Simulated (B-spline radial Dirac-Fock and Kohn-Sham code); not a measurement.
Relativistic shifts of the levels of Lu²⁴⁺

System: Lu²⁴⁺, [Kr] 4d10 4f1.

Both columns are ΔSCF binding energies of the configuration average from a B-spline atomic structure program: non-relativistic Hartree-Fock with a point nucleus, and Dirac-Fock with a finite nucleus and the Coulomb interaction alone, averaged over the two j levels with weights 2j+1.

```
shell  Hartree-Fock (eV)  Dirac-Fock (eV)  shift (eV)  shift (%)
   1s            59678.8          64390.8    +4712.06      +7.90
   2s            10461.6          11698.8    +1237.16     +11.83
   2p            10018.5          10424.6     +406.11      +4.05
   3s             2992.6           3295.8     +303.25     +10.13
   3p             2790.2           2901.7     +111.55      +4.00
   3d             2417.5           2400.6      -16.90      -0.70
   4s             1150.8           1236.7      +85.94      +7.47
   4p             1063.1           1095.3      +32.18      +3.03
   4d              903.4            901.2       -2.27      -0.25
   4f              719.1            710.0       -9.10      -1.27
```

Relativity binds 1s, 2s, 2p, 3s, 3p, 4s, 4p more strongly, among those listed most of all 2s in relative terms, and 3d, 4d, 4f more weakly, because the contracted s and p shells screen the nucleus better.

Values without a named source are computed, but for edge energies of neutral atoms, which are taken from tables.
